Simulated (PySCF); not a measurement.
# Hartree-Fock beside MP2: ClHNOSi anion

All numbers below are calculated, not measured. The program is PySCF 2.14.0, an open-source quantum chemistry code, run on an isolated molecule that a program drew, which may never have been made. The molecule is ClHNOSi anion (charge -1, singlet), drawn as the SMILES string `N=[Si]([O-])Cl`.

The geometry was optimised and harmonic frequencies were computed with HF and MP2, all in the aug-cc-pV(D+d)Z basis, for the commonest isotopes, with a restricted reference for singlets and an unrestricted one otherwise, and a frozen core in MP2. Each result is a local minimum of its method.

Geometry at the HF minimum:
```xyz
5
ClHNOSi anion, angstrom
N    -0.6318   -0.6169   -0.0098
Si   -0.1912    0.4332    1.1261
O    -0.8037    1.2275    2.2741
Cl    1.8864    0.7977    0.9328
H    -1.6117   -0.8460    0.0124
```

Lengths of the bonds as drawn, in Å (atoms numbered as above):
| bond | HF | MP2 |
|---|---|---|
| N1-Si2 | 1.608 | 1.652 |
| Si2-O3 | 1.524 | 1.573 |
| Si2-Cl4 | 2.118 | 2.134 |
| N1-H5 | 1.007 | 1.030 |

Rotational constants, in GHz:
```
constant     HF    MP2
       A  7.519  7.043
       B  3.765  3.725
       C  2.509  2.436
```

Harmonic frequencies in cm^-1, each column in rising order, so a row needn't be the same motion in every method:
```
rank    HF   MP2
   1   272   249
   2   342   302
   3   393   336
   4   489   462
   5   571     ?
   6   855   808
   7  1011   905
   8  1296  1157
   9  3744  3481
```

**Estimate the missing MP2 frequency from the HF column.**

A single factor s that minimises the squared misfit of MP2 against s times HF over the other rows is sum(HF x MP2) / sum(HF^2) = 0.9242, with an rms misfit of 23 cm^-1. For rank 5 it gives 0.9242 x 571 = 528 cm^-1. The calculation gives 529 cm^-1, 1 cm^-1 above the estimate. The drawn bonds are on average 2.2 % longer in MP2 than in HF.
